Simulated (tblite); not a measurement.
Species: C7H9FS.
Atom-mapped SMILES: `[CH3:1][S:2][C:3]1=[CH:4][CH:5]=[CH:6][CH2:7][C@@H:8]1[F:9]` (hydrogens: H10, H11, H12 on C1; H13 on C4; H14 on C5; H15 on C6; H16, H17 on C7; H18 on C8)

Computed with GFN2-xTB (tblite), gas phase: L-BFGS steps from a force-field or distance-geometry start until the largest atomic force falls under 0.01 eV/Å.

Step 31: E = -748.6832 eV
```
atom  x, y, z in Å  |  force x, y, z in eV/Å
C1      3.1675   -0.0717   -0.2254    0.072   0.015   0.052
S2      1.8061   -0.7282   -1.2193   -0.053  -0.043  -0.076
C3      0.3657   -0.2138   -0.3536   -0.003  -0.012   0.002
C4      0.3363    0.5433    0.7502    0.002   0.023  -0.020
C5     -0.9126    0.9594    1.3369   -0.022  -0.030   0.036
C6     -2.0864    0.5973    0.8224    0.003  -0.015  -0.006
C7     -2.2113   -0.2903   -0.3730   -0.007   0.011   0.005
C8     -0.8864   -0.7222   -1.0204   -0.033  -0.016  -0.006
F9     -0.8475   -2.1156   -1.0237    0.008  -0.013   0.039
H10     4.0801   -0.3905   -0.7184    0.000   0.002  -0.052
H11     3.1315   -0.4984    0.7709   -0.024   0.019   0.072
H12     3.1221    1.0126   -0.1984   -0.007   0.011   0.018
H13     1.2396    0.8922    1.2230    0.034  -0.002  -0.026
H14    -0.8590    1.5850    2.2147   -0.008   0.013   0.005
H15    -3.0167    0.9140    1.2709    0.009  -0.014  -0.016
H16    -2.8493    0.1890   -1.1204    0.016   0.041   0.018
H17    -2.7329   -1.2030   -0.0628    0.020   0.002  -0.018
H18    -0.8557   -0.4526   -2.0851   -0.007   0.009  -0.026
```

Step 32: E = -748.6841 eV
```
atom  x, y, z in Å  |  force x, y, z in eV/Å
C1      3.1723   -0.0686   -0.2293    0.047   0.012   0.040
S2      1.8061   -0.7129   -1.2271   -0.049  -0.041  -0.057
C3      0.3659   -0.2095   -0.3537   -0.016  -0.019   0.005
C4      0.3350    0.5433    0.7536   -0.004   0.008  -0.020
C5     -0.9157    0.9524    1.3437   -0.006  -0.020   0.022
C6     -2.0885    0.5952    0.8231    0.011  -0.011   0.000
C7     -2.2111   -0.2869   -0.3770   -0.015   0.022   0.028
C8     -0.8855   -0.7259   -1.0176   -0.042   0.003   0.002
F9     -0.8487   -2.1196   -1.0075    0.026   0.000   0.047
H10     4.0815   -0.4077   -0.7162   -0.011   0.009  -0.028
H11     3.1210   -0.4847    0.7715   -0.011   0.025   0.044
H12     3.1432    1.0168   -0.2146   -0.004  -0.002   0.027
H13     1.2383    0.8937    1.2270    0.013  -0.005  -0.042
H14    -0.8622    1.5739    2.2253   -0.015  -0.002  -0.013
H15    -3.0211    0.9116    1.2681    0.026  -0.018  -0.011
H16    -2.8434    0.1987   -1.1253    0.026   0.038   0.018
H17    -2.7392   -1.1971   -0.0713    0.013  -0.006  -0.023
H18    -0.8565   -0.4665   -2.0843    0.011   0.006  -0.038
```

Q: Estimate the geometry and energy of step 33. (The exact step hangs on the optimiser's Hessian estimate; all steps are aligned on step 32, rigid shifts and turns removed.)

A: E = -748.6847 eV, largest force 0.057 eV/Å
```
atom  x, y, z in Å  |  force x, y, z in eV/Å
C1      3.1757   -0.0671   -0.2300   -0.004   0.000   0.013
S2      1.8057   -0.7060   -1.2314   -0.025  -0.022  -0.017
C3      0.3655   -0.2080   -0.3540   -0.021  -0.019   0.001
C4      0.3343    0.5436    0.7545   -0.006  -0.007  -0.017
C5     -0.9171    0.9485    1.3476    0.012  -0.010   0.005
C6     -2.0893    0.5939    0.8237    0.014  -0.008   0.007
C7     -2.2110   -0.2849   -0.3785   -0.012   0.019   0.029
C8     -0.8858   -0.7280   -1.0165   -0.031   0.016   0.004
F9     -0.8499   -2.1218   -0.9993    0.031   0.010   0.047
H10     4.0818   -0.4154   -0.7161   -0.009   0.010  -0.007
H11     3.1164   -0.4773    0.7733    0.001   0.023   0.016
H12     3.1533    1.0187   -0.2213   -0.002  -0.005   0.029
H13     1.2382    0.8944    1.2274   -0.003  -0.005  -0.050
H14    -0.8636    1.5688    2.2303   -0.018  -0.010  -0.019
H15    -3.0232    0.9100    1.2660    0.029  -0.017   0.000
H16    -2.8402    0.2046   -1.1269    0.025   0.035   0.014
H17    -2.7417   -1.1943   -0.0757    0.000  -0.011  -0.023
H18    -0.8577   -0.4733   -2.0846    0.019   0.000  -0.032
```

The energy changes by -0.0006 eV. The first-order estimate −F·Δx gives -0.0009 eV and the mean of the old and new forces, exact on a quadratic surface, -0.0006 eV. The step makes an angle of 79° with the force vector and moves no atom by more than 0.012 Å.

What follows is the cost of the whole relaxation. On an Intel Xeon at 2.50 GHz with one thread, shared host with 64 logical CPUs at a one-minute load of 14, this took 4.3 s wall, 3.3 s CPU.
